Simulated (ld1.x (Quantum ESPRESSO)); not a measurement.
# Se, TM: configuration errors across variants

```json
{"Element": "selenium (Se)", "Generator": "ld1.x (Quantum ESPRESSO) 7.5", "Type": "norm-conserving Troullier–Martins (Kleinman–Bylander form)", "Functional": "PBE", "Relativity": "fully relativistic", "Frozen core": "[Ar] 3d10", "Valence charge": "6", "Reference configuration": "4s2 4p4", "Partial waves": "4s (bound): rc 1.60 bohr; 4p (bound): rc 2.00 bohr", "Local potential": "all-electron potential smoothed inside 1.50 bohr (lloc = -1)", "Core correction": "Bessel-smoothed model core, default radius (core density twice the valence density)"}
```

Open shells are filled in proportion to 2j + 1 (rel_dist='average').

All-electron excitation energies from the reference (eV): (1) 4s2 4p3 10.849; (2) 4s2 4p2 31.202; (3) 4s2 4p1 62.077; (4) 4s1 4p4 22.379; (5) 4s2 4p4.3 -1.594; (6) 4s2 4p0 104.268; (7) 4s2 4p3.5 4.312.

The default core radius of the base comes out at 1.15 bohr.

Tests that are not counted but printed errors over 1 eV. “local potential all-electron potential smoothed inside 0.78 bohr (lloc = -1)”: 4s2 4p3 (solver errors, printed error -202 eV); 4s1 4p4 (solver errors, printed error -158 eV); 2 more.

4 further variants failed, have other tests or another functional or relativity, and are left out.

A true bound ghost makes a file unfit for plane-wave use even where its test errors are small: the radial tests pick states by their node count and pass the ghost by. Where a test does run into it, the solver fails or the error is huge.

Errors AE − PS in meV (a dash: test not solved or not reliable):

```csv
change,(1),(2),(3),(4),(5),(6),(7),bound ghosts
base,+1.6,+2.9,-13,-0.4,+0.1,-92,+0.4,none
core correction none,0.0,-3.1,-11,+11,+0.1,+6.9,0.0,none
local potential all-electron potential smoothed inside 0.78 bohr (lloc = -1),–,–,–,–,-0.9,-141,-3.0,"s, p3/2, p1/2, d"
local potential the s channel,-4.9,-27,-73,-25,-0.2,-141,-1.0,p1/2
wave 4p (bound): rc 2.00 bohr becomes 4p (bound): rc 1.78 bohr,+1.5,+3.7,-7.0,-3.5,+0.1,-66,+0.4,none
local potential the p channel,+2.7,-3.5,-46,-6.3,-1.0,-184,+1.6,none
```

(1) Give the same row for: wave 4s (bound): rc 1.60 bohr becomes 4s (bound): rc 1.00 bohr.

Answers

(1) +1.5, +4.1, -4.6, -13, +0.1, -57, +0.4; bound ghosts: none.
